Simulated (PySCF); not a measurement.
IAO charges from PBE0/pcSseg-1 densities (PySCF) at GFN2-xTB geometries, gas phase, one conformer each. Species are given as SMILES. The IAO scheme projects the occupied orbitals on a minimal set of polarised atomic orbitals and counts the electrons in each atom's part of it.

Problem. Rank these species by the lowest charge on any of their atoms, highest value first.
A. `C/C=C\P1(=O)CC=CC1`
B. `C(=C)C1=C(PCC1)OC`
C. `CP(c1cccs1)C1CC1`
D. `CC(=O)[Si@@H]1CC[SiH2]N1`
E. `[H]/N=C/C(C=C)=C(/C)F`
F. `C1C([C@](C)(C#C)N[SiH3])C1`

Solution. B (-0.422 e), E (-0.454 e), C (-0.611 e), F (-0.675 e), A (-0.911 e), D (-0.941 e).

Problem. For each of these, name the hydrogen and the heavy atom of highest charge and the atom of lowest charge, and give the mean charge of the hydrogens: `[H]/[N:5]=[CH:4]/[C:3]([CH:2]=[CH2:1])=[C:6](/[CH3:7])[F:8]`; `[CH2:1]=[CH:2][C:3]1=[C:4]([O:5][CH3:6])[PH:7][CH2:8][CH2:9]1`; `[CH3:1][C:2](=[O:3])[Si@@H:4]1[CH2:5][CH2:6][SiH2:7][NH:8]1`; `[CH3:1]/[CH:2]=[CH:3]\[P:4]1(=[O:5])[CH2:6][CH:7]=[CH:8][CH2:9]1`; `[CH:1]#[C:2][C@:3]([CH3:4])([NH:5][SiH3:6])[CH:7]1[CH2:8][CH2:9]1`; `[CH3:1][CH2:2][P@@:3]1(=[O:4])[CH:5]=[CH:6][CH:7]=[C:8]1[CH3:9]`; `[CH3:1][P:2]([c:3]1[cH:4][cH:5][cH:6][s:7]1)[CH:8]1[CH2:9][CH2:10]1`.

Solution. 
```
                  SMILES           H of highest charge  its q (e)  heavy atom of highest charge  its q (e)                 atom of lowest charge  its q (e)  mean q of all H (e)
   [H]/N=C/C(C=C)=C(/C)F        H on N5 (N–H hydrogen)     +0.253       C6 (vinylic C–F carbon)     +0.313                   C7 (allylic carbon)     -0.454               +0.169
         C=CC1=C(OC)PCC1     H on C6 (methyl hydrogen)     +0.164     P7 (phosphine phosphorus)     +0.306   C8 (sp3 carbon bound to phosphorus)     -0.422               +0.131
CC(=O)[Si@@H]1CC[SiH2]N1        H on N8 (N–H hydrogen)     +0.264             Si4 (SiH silicon)     +0.964  N8 (nitrogen bridging silicon atoms)     -0.941               +0.082
      C/C=C\P1(=O)CC=CC1  H on C6 (methylene hydrogen)     +0.171    P4 (phosphoryl phosphorus)     +1.505                O5 (phosphoryl oxygen)     -0.911               +0.158
C#C[C@](C)(N[SiH3])C1CC1        H on N5 (N–H hydrogen)     +0.267            Si6 (SiH3 silicon)     +0.742           N5 (silicon-bound nitrogen)     -0.675               +0.094
    CC[P@@]1(=O)C=CC=C1C    H on C5 (vinylic hydrogen)     +0.169    P3 (phosphoryl phosphorus)     +1.504                O4 (phosphoryl oxygen)     -0.903               +0.155
        CP(c1cccs1)C1CC1   H on C6 (aromatic hydrogen)     +0.173     P2 (phosphine phosphorus)     +0.543   C1 (sp3 carbon bound to phosphorus)     -0.611               +0.155
```
